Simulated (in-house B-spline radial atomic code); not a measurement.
Configurations of Mn3+, with energies counted from [Ar] 3d4. Method: non-relativistic Hartree-Fock with fractional occupations, spin-polarised, spherical fractional occupations, point nucleus. Calculated with an all-electron radial atomic-structure program (B-spline basis). Shells without spins written out take the highest spin.

Caution: exact exchange at fractional occupations of open shells leaves self-interaction of up to several eV.

Occupations are held fixed; configurations that lie above the ionisation limit could autoionise.

```csv
configuration,E - E(ref) (eV),highest orbital,its <r> (bohr)
"[Ar] 3d(1 up, 3 down)",17.132,3d up,1.16
[Ar] 3d3 4s1,19.902,4s up,2.302
"[Ar] 3d(3 up, 0 down) 4p(1 up, 0 down)",29.577,4p up,2.705
"[Ar] 3d(2 up, 1 down) 4s(0 up, 1 down)",32.468,4s down,2.323
[Ne] 3s2 3p5 3d5,40.548,3d up,0.999
"[Ne] 3s2 3p(3 up, 2 down) 3d(4 up, 0 down) 4d(0 up, 1 down)",86.987,4d down,3.811
[Ne] 3s2 3p5 3d4 4f1,92.065,4f up,4.819
```

**Question.** Order these further configurations by energy, lowest first.
A. [Ar] 3d(2 up, 2 down)
B. [Ne] 3s2 3p5 3d4 4d1
C. [Ne] 3s2 3p5 3d4 4s1
D. [Ar] 3d(1 up, 2 down) 4f(1 up, 0 down)
E. [Ne] 3s2 3p5 3d4 4p1

**Answer.** A (22.939 eV), D (57.232 eV), C (66.742 eV), E (76.473 eV), B (86.019 eV).

**Question.** How far above the reference does [Ar] 3d3 4f1 lie?

**Answer.** 45.022 eV; its least bound orbital is 4f up with <r> = 4.831 bohr.

**Question.** How far above the reference does [Ar] 3d3 4d1 lie?

**Answer.** 39.136 eV; its least bound orbital is 4d up with <r> = 3.642 bohr.
